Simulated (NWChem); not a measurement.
System: C2H4AuN; SMILES C[N+]#[C-]->[AuH]

Results from NWChem. Structure relaxed at the PBE-D3(BJ)/def2-SVP level. def2 effective core potentials on Au; no spin-orbit coupling.

For level B3LYP/def2-SVP:

```yaml
dipole (D): 7.81
```

Problem. How do the values read with level B3LYP/def2-SVPD instead?

Solution. 
- dipole (D): 7.63
